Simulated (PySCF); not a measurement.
Compound: C₄H₇IO.
SMILES with atom numbers: `[CH3:1][O:2][CH2:3]/[CH:4]=[CH:5]/[I:6]` (hydrogens: H7, H8, H9 on C1; H10, H11 on C3; H12 on C4; H13 on C5)

Computed by this run: PBE0-D3(BJ)/def2-SVP geometry optimisation, gas phase, def2 core potentials past Kr (PySCF); density fitting, grid level 1; the optimiser is geomeTRIC in internal coordinates, started from a GFN2-xTB structure with every atom displaced at random (about 0.01 Å).

Step 1: E = -14397.4051 eV
```
atom  x, y, z in Å  |  force x, y, z in eV/Å
C1     -1.8974    0.8588    0.7303    0.019  -0.265  -0.028
O2     -0.5404    0.6616    0.4631   -0.153   0.206   0.049
C3     -0.1455   -0.6661    0.4816   -0.174  -0.270  -0.444
C4      1.2345   -0.8282   -0.0709    0.323   0.223   0.290
C5      2.0061    0.2049   -0.4183   -0.276  -0.262   0.046
I6      3.9471    0.0037   -1.1564    0.010  -0.004   0.001
H7     -2.1790    0.5093    1.7441    0.023  -0.006  -0.020
H8     -2.1127    1.9315    0.6666    0.060   0.092  -0.029
H9     -2.5409    0.3258   -0.0041    0.078   0.073   0.091
H10    -0.8300   -1.2958   -0.1463    0.095   0.141   0.211
H11    -0.1895   -1.0987    1.5068    0.007   0.025  -0.025
H12     1.6100   -1.8564   -0.1096   -0.019   0.005  -0.099
H13     1.6531    1.2337   -0.3389    0.006   0.041  -0.044
```

Step 2: E = -14397.4180 eV
```
atom  x, y, z in Å  |  force x, y, z in eV/Å
C1     -1.8883    0.8565    0.7376    0.018   0.018   0.020
O2     -0.5410    0.6604    0.4421   -0.026   0.030  -0.064
C3     -0.1525   -0.6712    0.4554   -0.024  -0.147  -0.037
C4      1.2433   -0.8336   -0.0526    0.005   0.114   0.101
C5      1.9914    0.2058   -0.4141   -0.017  -0.081  -0.068
I6      3.9466    0.0129   -1.1182    0.038   0.021  -0.008
H7     -2.1473    0.5077    1.7568    0.002  -0.004   0.000
H8     -2.0887    1.9350    0.6769   -0.018  -0.004   0.006
H9     -2.5487    0.3325    0.0181    0.002   0.012   0.010
H10    -0.8332   -1.2990   -0.1654    0.022   0.060   0.019
H11    -0.2105   -1.0951    1.4823   -0.020  -0.024   0.019
H12     1.6279   -1.8582   -0.0895   -0.006   0.017  -0.011
H13     1.6163    1.2305   -0.3814    0.025  -0.011   0.012
```

Question: Estimate the geometry and energy of step 3. (The exact step hangs on the optimiser's Hessian estimate; all steps are aligned on step 2, rigid shifts and turns removed.)

Answer: E = -14397.4180 eV, largest force 0.233 eV/Å
```
atom  x, y, z in Å  |  force x, y, z in eV/Å
C1     -1.9008    0.8509    0.7506    0.031   0.089   0.049
O2     -0.5615    0.6641    0.4204    0.039  -0.023  -0.091
C3     -0.1629   -0.6666    0.4351    0.113   0.148   0.127
C4      1.2458   -0.8147   -0.0424    0.005  -0.227  -0.052
C5      2.0141    0.1994   -0.4261   -0.079   0.168  -0.009
I6      3.9843   -0.0055   -1.0954   -0.061  -0.028   0.026
H7     -2.1280    0.5029    1.7775   -0.011  -0.001   0.011
H8     -2.1099    1.9287    0.6922   -0.023  -0.032   0.013
H9     -2.5769    0.3215    0.0528   -0.035  -0.021  -0.032
H10    -0.8327   -1.2949   -0.1890   -0.001  -0.027  -0.091
H11    -0.2331   -1.0896    1.4623   -0.009  -0.027   0.005
H12     1.6252   -1.8410   -0.0685    0.014  -0.038   0.034
H13     1.6516    1.2289   -0.4216    0.016   0.019   0.011
```

The energy changes by 0.0000 eV. The first-order estimate −F·Δx gives -0.0083 eV and the mean of the old and new forces, exact on a quadratic surface, -0.0002 eV. The step makes an angle of 75° with the force vector and moves no atom by more than 0.053 Å.

What follows is the cost of the whole optimisation. On one thread of an Arm Neoverse V1 (shared host), this took 64 s and 0.55 GiB of memory at its peak.
